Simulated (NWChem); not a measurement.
System: CH3NOSi; SMILES N#CO[SiH3]

NWChem input:

```
start job
memory heap 200 mb stack 900 mb global 1100 mb
geometry units angstroms noautosym nocenter noautoz
  N      0.443853     2.308795     0.000000
  C     -0.085065     1.269369     0.000000
  O     -0.709110     0.137596     0.000000
  Si     0.097444    -1.378550     0.000000
  H      0.927763    -1.476131    -1.221149
  H     -1.008993    -2.354763     0.000000
  H      0.927763    -1.476131     1.221149
end
basis spherical
  N library def2-svp
  C library def2-svp
  O library def2-svp
  Si library def2-svp
  H library def2-svp
end
dft
  xc b3lyp
  iterations 150
  mulliken
end
task dft energy
esp
  recalculate
  probe 0.07
  range 0.3
  factor 1.0
  spacing 0.02
end
task esp
```

Excerpt of the output:

```
             Northwest Computational Chemistry Package (NWChem) 7.3.0
             --------------------------------------------------------

                             Geometry "geometry" -> ""
                             -------------------------

 Output coordinates in angstroms (scale by  1.889725989 to convert to a.u.)

  No.       Tag          Charge          X              Y              Z
 ---- ---------------- ---------- -------------- -------------- --------------
    1 N                    7.0000     0.44385300     2.30879500     0.00000000
    2 C                    6.0000    -0.08506500     1.26936900     0.00000000
    3 O                    8.0000    -0.70911000     0.13759600     0.00000000
    4 Si                  14.0000     0.09744400    -1.37855000     0.00000000
    5 H                    1.0000     0.92776300    -1.47613100    -1.22114900
    6 H                    1.0000    -1.00899300    -2.35476300     0.00000000
    7 H                    1.0000     0.92776300    -1.47613100     1.22114900

 Effective nuclear repulsion energy (a.u.)     142.1059784035

                                 NWChem DFT Module
                                 -----------------

 Summary of "ao basis" -> "ao basis" (spherical)
 ------------------------------------------------------------------------------
       Tag                 Description            Shells   Functions and Types
 ---------------- ------------------------------  ------  ---------------------
 N                          def2-svp                 6       14   3s2p1d
 C                          def2-svp                 6       14   3s2p1d
 O                          def2-svp                 6       14   3s2p1d
 Si                         def2-svp                 8       18   4s3p1d
 H                          def2-svp                 3        5   2s1p

            General Information
            -------------------
          SCF calculation type: DFT
          Wavefunction type:  closed shell.
          No. of atoms     :     7
          No. of electrons :    38
           Alpha electrons :    19
            Beta electrons :    19
          Charge           :     0
          Spin multiplicity:     1
          Use of symmetry is: off; symmetry adaption is: off
          Maximum number of iterations: 150
          AO basis - number of functions:    75
                     number of shells:    35
          Convergence on energy requested:  1.00D-06
          Convergence on density requested:  1.00D-05
          Convergence on gradient requested:  5.00D-04

              XC Information
              --------------
                         B3LYP Method XC Potential
                     Hartree-Fock (Exact) Exchange  0.200
                        Slater Exchange Functional  0.800 local
                    Becke 1988 Exchange Functional  0.720 non-local
              Lee-Yang-Parr Correlation Functional  0.810
                  VWN I RPA Correlation Functional  0.190 local

             Grid Information
             ----------------
          Grid used for XC integration:  medium
          Radial quadrature: Mura-Knowles
          Angular quadrature: Lebedev.
          Tag              B.-S. Rad. Rad. Pts. Rad. Cut. Ang. Pts.
          ---              ---------- --------- --------- ---------
          N                   0.65       49          12.0       434
          C                   0.70       49          10.0       434
          O                   0.60       49           8.0       434
          Si                  1.10       88           9.0       590
          H                   0.35       45          11.0       434
          Grid pruning is: on
          Number of quadrature shells:   370
          Spatial weights used:  Erf1

      Superposition of Atomic Density Guess
      -------------------------------------

 Sum of atomic energies:        -456.79652735

      Non-variational initial energy
      ------------------------------

 Total energy =    -458.263413
 1-e energy   =    -911.251510
 2-e energy   =     310.882118
 HOMO         =      -0.377760
 LUMO         =       0.032581

[...]

                     NWChem Electrostatic Potential Fit Module
                     -----------------------------------------

 Atom parameters

 Number of atoms is                                    7
 Number of basis functions is                         75

 Grid parameters

 Maximum number of grid points is                  34996
 Number of grid points is                          34995
 Grid range                                     0.300000 nm
 Grid spacing                                   0.020000 nm
 Probe radius                                   0.070000 nm
 Atom radius factor                             1.000000

 Atomic radii

    1    0.100000
    6    0.147000
    7    0.140000
    8    0.136000
   14    0.187000
 FASTESP  F
  using M.O. file = ./job.movecs

    Atom              Coordinates                           Charge

                                                  ESP

    1 N     0.044385    0.230880    0.000000   -0.539657
    2 C    -0.008507    0.126937    0.000000    0.559428
    3 O    -0.070911    0.013760    0.000000   -0.370189
    4 Si    0.009744   -0.137855    0.000000    0.648482
    5 H     0.092776   -0.147613   -0.122115   -0.102709
    6 H    -0.100899   -0.235476    0.000000   -0.092355
    7 H     0.092776   -0.147613    0.122115   -0.103000
                                            ------------
                                                0.000000

 Dipole moment                                  1.816832

 Quadrupole moment Qxx                          1.602994
                   Qyy                         -5.800397
                   Qzz                          4.197403

 RMS deviation kJ/mol                           0.062339

 RRMS %                                        18.150379
```

Level: B3LYP/def2-SVP. Structure relaxed at the B3LYP/6-31G* (spherical d) level. B3LYP is NWChem's, with the RPA form of VWN correlation.
